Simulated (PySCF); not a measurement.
## Atomic charges against the basis set

Species: C4H3BF2O.
Bonds: O1–C2 (double), C2–C3, C3–C4 (triple), C4–C5, C5–B6, B6–F7, B6–F8. Hydrogens: H9 on C2; H10, H11 on C5.

PBE0 throughout (PySCF), one geometry, spherical d and f functions. Isolated species at its PBE0-D3(BJ)/def2-SVP geometry (one conformer only). Atoms taken as equivalent share a column and are averaged. The first 7 of 9 kinds of atom are listed.

Mulliken charges (e):

```csv
basis,functions,O1,C2,C3,C4,C5,B6,F7/F8
STO-3G,43,-0.164,+0.086,-0.081,-0.027,-0.280,+0.401,-0.112
6-31G,78,-0.352,+0.247,-0.128,-0.087,-0.558,+0.782,-0.276
pcSseg-0,78,-0.427,+0.315,-0.158,-0.162,-0.825,+1.011,-0.299
6-31G*,118,-0.353,+0.125,0.000,+0.012,-0.643,+0.708,-0.238
cc-pVDZ,127,-0.179,+0.024,-0.077,-0.040,-0.067,+0.272,-0.074
def2-SVP,127,-0.203,+0.143,-0.076,-0.164,-0.045,+0.265,-0.085
aug-cc-pVDZ,211,-0.535,+0.630,-0.380,+0.068,+0.313,+1.061,-0.337
"6-311+G(2d,p)",234,-0.322,-0.082,+0.144,+0.387,-0.953,+0.776,-0.239
def2-TZVP,266,-0.250,+0.023,+0.023,-0.004,-0.295,+0.504,-0.209
cc-pVTZ,282,-0.235,+0.075,+0.060,-0.076,-0.201,+0.392,-0.171
IGLO-III,310,-0.364,+0.245,-0.084,-0.025,-0.348,+0.853,-0.329
pcSseg-2,330,-0.334,+0.226,-0.028,-0.085,-0.041,+0.701,-0.312
```

IAO charges (e):

```json
{"basis": "STO-3G", "functions": "43", "O1": "-0.163", "C2": "+0.063", "C3": "-0.094", "C4": "+0.004", "C5": "-0.433", "B6": "+0.489", "F7/F8": "-0.152"}
{"basis": "6-31G", "functions": "78", "O1": "-0.338", "C2": "+0.199", "C3": "-0.101", "C4": "+0.023", "C5": "-0.475", "B6": "+0.735", "F7/F8": "-0.288"}
{"basis": "pcSseg-0", "functions": "78", "O1": "-0.327", "C2": "+0.199", "C3": "-0.102", "C4": "+0.021", "C5": "-0.477", "B6": "+0.717", "F7/F8": "-0.276"}
{"basis": "6-31G*", "functions": "118", "O1": "-0.359", "C2": "+0.241", "C3": "-0.112", "C4": "+0.026", "C5": "-0.472", "B6": "+0.780", "F7/F8": "-0.300"}
{"basis": "cc-pVDZ", "functions": "127", "O1": "-0.350", "C2": "+0.237", "C3": "-0.114", "C4": "+0.023", "C5": "-0.472", "B6": "+0.766", "F7/F8": "-0.296"}
{"basis": "def2-SVP", "functions": "127", "O1": "-0.352", "C2": "+0.237", "C3": "-0.110", "C4": "+0.026", "C5": "-0.470", "B6": "+0.765", "F7/F8": "-0.295"}
{"basis": "aug-cc-pVDZ", "functions": "211", "O1": "-0.374", "C2": "+0.247", "C3": "-0.113", "C4": "+0.026", "C5": "-0.476", "B6": "+0.781", "F7/F8": "-0.304"}
{"basis": "6-311+G(2d,p)", "functions": "234", "O1": "-0.375", "C2": "+0.247", "C3": "-0.113", "C4": "+0.026", "C5": "-0.480", "B6": "+0.788", "F7/F8": "-0.306"}
{"basis": "def2-TZVP", "functions": "266", "O1": "-0.374", "C2": "+0.249", "C3": "-0.114", "C4": "+0.025", "C5": "-0.480", "B6": "+0.795", "F7/F8": "-0.309"}
{"basis": "cc-pVTZ", "functions": "282", "O1": "-0.370", "C2": "+0.247", "C3": "-0.114", "C4": "+0.024", "C5": "-0.481", "B6": "+0.794", "F7/F8": "-0.308"}
{"basis": "IGLO-III", "functions": "310", "O1": "-0.376", "C2": "+0.248", "C3": "-0.113", "C4": "+0.026", "C5": "-0.481", "B6": "+0.793", "F7/F8": "-0.308"}
{"basis": "pcSseg-2", "functions": "330", "O1": "-0.375", "C2": "+0.249", "C3": "-0.114", "C4": "+0.026", "C5": "-0.481", "B6": "+0.795", "F7/F8": "-0.309"}
```

Hirshfeld charges (e):

| basis | functions | O1 | C2 | C3 | C4 | C5 | B6 | F7/F8 |
| --- | --- | --- | --- | --- | --- | --- | --- | --- |
| STO-3G | 43 | -0.123 | +0.121 | -0.101 | -0.046 | -0.055 | +0.225 | -0.053 |
| 6-31G | 78 | -0.213 | +0.137 | -0.071 | -0.011 | -0.099 | +0.313 | -0.123 |
| pcSseg-0 | 78 | -0.200 | +0.132 | -0.072 | -0.008 | -0.108 | +0.319 | -0.123 |
| 6-31G* | 118 | -0.217 | +0.136 | -0.072 | -0.013 | -0.099 | +0.313 | -0.118 |
| cc-pVDZ | 127 | -0.199 | +0.128 | -0.071 | -0.009 | -0.118 | +0.307 | -0.113 |
| def2-SVP | 127 | -0.208 | +0.131 | -0.068 | -0.005 | -0.122 | +0.321 | -0.119 |
| aug-cc-pVDZ | 211 | -0.219 | +0.126 | -0.064 | -0.006 | -0.130 | +0.340 | -0.127 |
| 6-311+G(2d,p) | 234 | -0.220 | +0.127 | -0.065 | -0.008 | -0.123 | +0.349 | -0.133 |
| def2-TZVP | 266 | -0.218 | +0.127 | -0.065 | -0.006 | -0.124 | +0.343 | -0.130 |
| cc-pVTZ | 282 | -0.214 | +0.126 | -0.065 | -0.006 | -0.125 | +0.338 | -0.128 |
| IGLO-III | 310 | -0.218 | +0.125 | -0.064 | -0.006 | -0.128 | +0.347 | -0.131 |
| pcSseg-2 | 330 | -0.220 | +0.126 | -0.062 | -0.005 | -0.129 | +0.348 | -0.132 |

**Question.** Which scheme is steadiest as the basis changes?

**Answer.** Largest range over the bases for any column: Hirshfeld 0.12 e, IAO 0.31 e, Mulliken 1.27 e. Hirshfeld charges move least and Mulliken charges most, counted in e. Without the minimal STO-3G basis the ranges are Hirshfeld 0.04, IAO 0.08, Mulliken 1.27 e.

**Question.** How much do the charges still move between the two largest bases, IGLO-III and pcSseg-2?

**Answer.** At most, over all atoms: Mulliken 0.307 e, IAO 0.002 e, Hirshfeld 0.002 e.

**Question.** What do the same runs give for the total energy, the frontier levels and the dipole moment?

**Answer.** 
```tsv
basis	energy (Eh)	HOMO (eV)	LUMO (eV)	μ (D)
STO-3G	-447.4547	-4.76	1.45	2.54
6-31G	-453.4180	-7.83	-1.89	3.50
pcSseg-0	-452.5200	-8.00	-2.07	3.47
6-31G*	-453.5364	-7.70	-1.69	3.41
cc-pVDZ	-453.5710	-7.75	-1.80	3.27
def2-SVP	-453.2096	-7.86	-1.90	3.36
aug-cc-pVDZ	-453.5994	-8.03	-2.11	3.53
6-311+G(2d,p)	-453.6902	-8.08	-2.14	3.54
def2-TZVP	-453.7343	-8.03	-2.06	3.50
cc-pVTZ	-453.7146	-7.98	-2.00	3.44
IGLO-III	-453.7413	-8.06	-2.11	3.54
pcSseg-2	-453.7320	-8.06	-2.11	3.56
```

The dipole is fixed by the density alone, so its range of 1.02 D shows that the density itself changes with the basis, not only its division among atoms.
